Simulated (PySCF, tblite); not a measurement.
Compound: C4H8F3NSi2.
Structure used (GFN2-xTB), in Å, numbered top down from 1:
```
atom  x, y, z in Å
C1     3.0377   -0.4857    1.8848
C2     2.7631   -0.1840    0.7530
Si3    2.2699    0.2661   -0.9729
C4     0.7003   -0.7767   -1.3191
N5    -0.3057   -0.5376   -0.2981
Si6   -1.9789   -0.4967   -0.5829
C7    -2.6812   -0.0184    1.1569
F8    -2.5200    1.2869    1.4560
F9    -2.1068   -0.6991    2.1751
F10   -4.0042   -0.2586    1.2540
H11    3.2875   -0.7462    2.8736
H12    1.9445    1.6920   -1.0286
H13    3.3262   -0.1210   -1.9134
H14    0.9441   -1.8442   -1.3682
H15    0.2611   -0.5153   -2.2812
H16    0.0626   -0.6749    0.6333
H17   -2.6702   -1.7394   -0.9470
H18   -2.3390    0.5943   -1.4871
```

The calculation used PBE0/pcSseg-1 in PySCF (dipole) on a GFN2-xTB geometry, gas phase.

Masses are those of the commonest isotopes; rigid-rotor values at the optimised geometry. The values belong to one conformer with, in the numbering `[CH:1]#[C:2][SiH2:3][CH2:4][NH:5][SiH2:6][C:7]([F:8])([F:9])[F:10]`, C2–Si3–C4–N5 55°, Si3–C4–N5–Si6 144°, C4–N5–Si6–C7 -176°.

(1) Give the principal moments of inertia and the rotational constants in GHz.

(2) Classify the top.

(3) What does the inertial defect say?

(4) Give the other two planar moments, Paa and Pbb, and the rms extents of the mass along the axes.

(5) Where do the levels up to J = 5 lie, in cm⁻¹?

(6) Which types of transition are allowed, and where do some lines up to J = 2 fall?

(7) Estimate the classical rotational partition function at 50 K, 100 K and 298.15 K.

Answers

(1) Ia = 308.37, Ib = 1148.95, Ic = 1315.35 u·Å²; 505379 MHz·u·Å²/I gives 1639, 439.9 and 384.2 MHz, that is A = 1.6389, B = 0.4399, C = 0.3842 GHz.

(2) A near-prolate asymmetric top; Ray's κ = -0.911.

(3) Not planar: Δ = Ic − Ia − Ib = -141.97 u·Å². For a rigid frame Δ = −2 Σ m c², so Σ m c² = 70.99 u·Å² lies off the ab plane: 10.20 from hydrogen and 60.78 from heavier atoms. The atom farthest from that plane is 1.94 Å away.

(4) Paa = Σ m a² = (Ib + Ic − Ia)/2 = 1077.96 and Pbb = Σ m b² = (Ia + Ic − Ib)/2 = 237.38 u·Å². With the mass M = 183.01 u, the rms extents √(P/M) along a, b and c are 2.43, 1.14, 0.62 Å.

(5) Above 0(0,0):
J = 1: 1(0,1) 0.0275, 1(1,1) 0.0675, 1(1,0) 0.0693
J = 2: 2(0,2) 0.0824, 2(1,2) 0.1206, 2(1,1) 0.1262, 2(2,1) 0.2462, 2(2,0) 0.2462
J = 3: 3(0,3) 0.1646, 3(1,3) 0.2002, 3(1,2) 0.2114, 3(2,2) 0.3286, 3(2,1) 0.3289, 3(3,1) 0.5333, 3(3,0) 0.5333
J = 4: 4(0,4) 0.2739, 4(1,4) 0.3064, 4(1,3) 0.3249, 4(2,3) 0.4385, 4(2,2) 0.4395, 4(3,2) 0.6434, 4(3,1) 0.6434, 4(4,1) 0.9297, 4(4,0) 0.9297
J = 5: 5(0,5) 0.4101, 5(1,5) 0.4389, 5(1,4) 0.4667, 5(2,4) 0.5758, 5(2,3) 0.5780, 5(3,3) 0.7810, 5(3,2) 0.7810, 5(4,2) 1.0673, 5(4,1) 1.0673, 5(5,1) 1.4355, 5(5,0) 1.4355

(6) The dipole components are |μa| = 2.51 D, |μb| = 1.45 D, |μc| = 1.01 D. Intensities carry the squares of the components, which stand as 1.00 : 0.34 : 0.16 (a : b : c). Some lines, for components of 0.1 D or more:

| type | branch | J(Ka,Kc) | MHz | lower level (cm⁻¹) |
| --- | --- | --- | --- | --- |
| b | R | 2(0,2) ← 1(1,1) | 447 | 0.067 |
| a | R | 1(0,1) ← 0(0,0) | 824 | 0.000 |
| c | Q | 2(1,2) ← 2(0,2) | 1145 | 0.082 |
| c | Q | 1(1,1) ← 1(0,1) | 1199 | 0.027 |
| b | Q | 1(1,0) ← 1(0,1) | 1255 | 0.027 |
| b | Q | 2(1,1) ← 2(0,2) | 1312 | 0.082 |
| a | R | 2(1,2) ← 1(1,1) | 1593 | 0.067 |
| a | R | 2(0,2) ← 1(0,1) | 1646 | 0.027 |
| a | R | 2(1,1) ← 1(1,0) | 1704 | 0.069 |
| b | R | 1(1,1) ← 0(0,0) | 2023 | 0.000 |
| c | R | 1(1,0) ← 0(0,0) | 2079 | 0.000 |
| b | R | 2(1,2) ← 1(0,1) | 2792 | 0.027 |
| c | R | 2(1,1) ← 1(0,1) | 2958 | 0.027 |
| c | Q | 2(2,1) ← 2(1,1) | 3597 | 0.126 |
| b | Q | 2(2,0) ← 2(1,1) | 3599 | 0.126 |
| b | Q | 2(2,1) ← 2(1,2) | 3764 | 0.121 |
| b | R | 2(2,1) ← 1(1,0) | 5301 | 0.069 |
| c | R | 2(2,0) ← 1(1,0) | 5303 | 0.069 |
| c | R | 2(2,1) ← 1(1,1) | 5356 | 0.067 |
| b | R | 2(2,0) ← 1(1,1) | 5358 | 0.067 |

(7) Point group C1, symmetry number σ = 1; q = (√π/σ)·√((kT/h)³/(ABC)), k/h = 20836.6 MHz/K: 113000 at 50 K, 320000 at 100 K, 1650000 at 298.15 K.

Its lowest GFN2-xTB frequency is 15 cm⁻¹, too small to tell a flat minimum from a shallow saddle. Zero-point vibration and centrifugal distortion are left out. A rigid rotor knows nothing of inversion at nitrogen, which can split or shift real lines. Quadrupole hyperfine structure (14N) is left out.

Hardware: one thread of an Arm Neoverse N1, no GPU, shared host with 64 logical CPUs at a one-minute load of 60. Cost: 86 s, 1.1 GiB resident at most. This is the PBE0/pcSseg-1 job that gave the dipole, with the shieldings it also computed.
